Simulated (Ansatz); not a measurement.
Reaction (redistribution): `[Br][GeH2][Br]` + `C[CH2][Al]([Cl])[Cl]` → `[Cl][GeH2][Br]` + `C[CH2][Al]([Cl])[Br]`

Program: Ansatz. Geometries: PBE0-D4/def2-TZVP. ΔE: electronic, gas phase. CCSD(T)/CBS adds triple-zeta CCSD(T) − MP2 to the extrapolated MP2 energy (def2 sets, frozen cores). DFT in def2-TZVPP. For Br, Ge outer-core shells are correlated without core-valence functions, which leaves a few kJ/mol of doubt a bond. Scalar relativity is left out up to krypton. Each species was taken in one conformer, which may not be the lowest.

`[Br][GeH2][Br]`:

Cartesian coordinates in Å:
```
Br 0.856 0.509 1.943
Ge -0.200 0.022 -0.036
Br 1.348 -0.752 -1.544
H -0.796 1.317 -0.589
H -1.209 -1.096 0.226
```

`C[CH2][Al]([Cl])[Cl]`:

Z-matrix (Å, degrees):
```
C
C 1 1.527
H 1 1.092 2 111.7
H 1 1.093 2 111.5 3 -120.2
H 1 1.092 2 111.7 3 119.5
Al 2 1.939 1 115.9 3 -60.0
H 2 1.097 1 110.9 3 62.2
H 2 1.097 1 110.9 3 177.9
Cl 6 2.091 2 121.4 1 179.7
Cl 6 2.092 2 121.8 1 -0.3
```

`[Cl][GeH2][Br]`:

Cartesian coordinates in Å:
```
Cl -0.690 1.891 0.416
Ge 0.152 -0.005 -0.116
Br -1.058 -1.660 0.910
H 0.012 -0.174 -1.629
H 1.583 -0.052 0.420
```

`C[CH2][Al]([Cl])[Br]`:

Z-matrix (Å, degrees):
```
C
C 1 1.527
H 1 1.092 2 111.7
H 1 1.092 2 111.7 3 119.6
H 1 1.094 2 111.4 3 -120.2
Al 2 1.940 1 116.2 3 -59.9
H 2 1.097 1 110.9 3 178.1
H 2 1.097 1 110.9 3 62.2
Br 6 2.251 2 122.0 1 0.1
Cl 6 2.092 2 121.1 1 -179.9
```

Problem. Is it downhill or uphill in electronic energy at CCSD(T)/CBS, and by how much? (An estimate is asked.)

Solution. The calculation gave: Uphill: ΔE = +7.2 kJ/mol.

Problem. What do these levels give: BLYP-D4, ωB97M-V, CAM-B3LYP, RPA@PBE/def2-TZVPP, CCSD(T)/def2-SVP, CCSD/CBS(def2)? (Estimate.)

Solution. The calculation gave: BLYP-D4 10.5, ωB97M-V 8.1, CAM-B3LYP 9.2, RPA@PBE/def2-TZVPP 7.1, CCSD(T)/def2-SVP 8.1, CCSD/CBS(def2) 7.4 kJ/mol.

Largest T1 diagnostic among the species: 0.009.

Leaving LDA and LC-ωPBE aside and taking each functional with its dispersion term where it has one, the values, not all of them listed here, spread over 3.1 kJ/mol, from PBE-QIDH to BLYP-D4.
